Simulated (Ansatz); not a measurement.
System: sum formula Si2H2Cl3 (charge 0, doublet). It need not be the lowest isomer of its formula. 
Geometry from a B3LYP-D3(BJ)/def2-TZVP (Ansatz, an electronic-structure program) optimisation:
```xyz
7

Si     2.2445    -0.2018     0.4872
Si    -0.0134     0.0025    -0.0001
Cl    -0.5248    -0.8375    -1.8085
Cl    -1.1215    -0.9237     1.4605
Cl    -0.5287     1.9899    -0.0599
H      2.6550    -1.6213     0.6105
H      3.0869     0.5233    -0.4944
```
Charge 0, spin multiplicity 2.

Atomisation energy built up term by term with Ansatz (kcal/mol; UHF references for open shells; valence terms freeze the core; atomic spin-orbit terms are left out). CBS(X,Y): correlation extrapolated as X^-3; Hartree-Fock from the larger set.

```
term                                            basis  kcal/mol
-----------------------  ----------------------------  --------
Hartree-Fock                              cc-pV(Q+d)Z    366.55
CCSD correlation         CBS(cc-pV(T+d)Z,cc-pV(Q+d)Z)    114.98
(T)                      CBS(cc-pV(T+d)Z,cc-pV(Q+d)Z)     11.33
core correlation                            cc-pwCVTZ      0.07
scalar relativity (X2C)    cc-pVTZ-DK against cc-pVTZ     -1.85
sum: De                                                   491.1
```

(T) makes 2.3 % of the CCSD(T) atomisation energy; under 5 % is typical of single-reference molecules.
